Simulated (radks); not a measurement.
Question: Mo4+, 38 electrons, occupied as [Kr] 4d2. All-electron calculation, scalar-relativistic Kohn-Sham, LDA (Slater exchange, Perdew-Wang correlation), spin-polarised, spherical densities, point nucleus; open shells are filled with parallel spins first (spin-orbit coupling, left out, can overturn this in heavy ions). Program: a radial shooting solver on a logarithmic mesh with Libxc functionals. Some entries of the table are withheld. Estimate them.

orbital  occ.  eigenvalue (eV)  r(max) (bohr)  <r^2> (bohr^2)
1s down     1        -19844.01        0.02290        0.001672
1s up       1        -19844.01        0.02290        0.001672
2s up       1        -2845.870         0.1298         0.02791
2s down     1        -2845.575         0.1298         0.02791
2p up       3        -2551.221         0.1036         0.02195
2p down     3        -2550.992         0.1036         0.02195
3s up       1        -524.3104         0.3840          0.2115
3s down     1        -524.0984         0.3841          0.2114
3p up       3        -427.7872         0.3773          0.2163
3p down     3        -427.5557         0.3773          0.2162
3d up       5        -270.3055         0.3217          0.2074
3d down     5        -269.9931         0.3218          0.2072
4s up       1        -112.0182         0.9820           1.337
4s down     1        -110.5317         0.9797           1.331
4p up       3         -85.4759          1.058           1.623
4p down     3         -83.8936          1.055           1.617
4d up       2         -47.2229            (1)           2.665
4d down     0         -45.5646            (2)           2.687

Answer: 
(1) 4d up r(max) (bohr): 1.277
(2) 4d down r(max) (bohr): 1.274
